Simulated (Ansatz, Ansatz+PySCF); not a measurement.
```yaml
atoms:
  - { symbol: Li, position_ang: [-0.8514, -0.8471, -0.8588] }
  - { symbol: F, position_ang: [-0.9472, -0.9395, 0.9466] }
  - { symbol: F, position_ang: [-0.9413, 0.9542, -0.9453] }
  - { symbol: Li, position_ang: [-0.8598, 0.8580, 0.8469] }
  - { symbol: F, position_ang: [0.9467, -0.9418, -0.9425] }
  - { symbol: Li, position_ang: [0.8508, -0.8606, 0.8484] }
  - { symbol: Li, position_ang: [0.8559, 0.8512, -0.8646] }
  - { symbol: F, position_ang: [0.9525, 0.9504, 0.9583] }
```

RHF-MP2 on singlet Li₄F₄ was run in several spherical basis sets with Ansatz (development build ahead of 0.2.0). Frozen core: 4 orbitals.

**Question.** Rank the basis sets by the total energy that they give, lowest first, with the distance from the lowest.
A. 6-31G(d)
B. STO-3G
C. def2-SVP
D. cc-pVDZ

**Answer.** D (0.00 eV), A (2.66 eV), C (10.44 eV), B (180.35 eV).

Totals follow the description of the cores as much as that of the bonds, so this order isn't one of quality for chemistry.
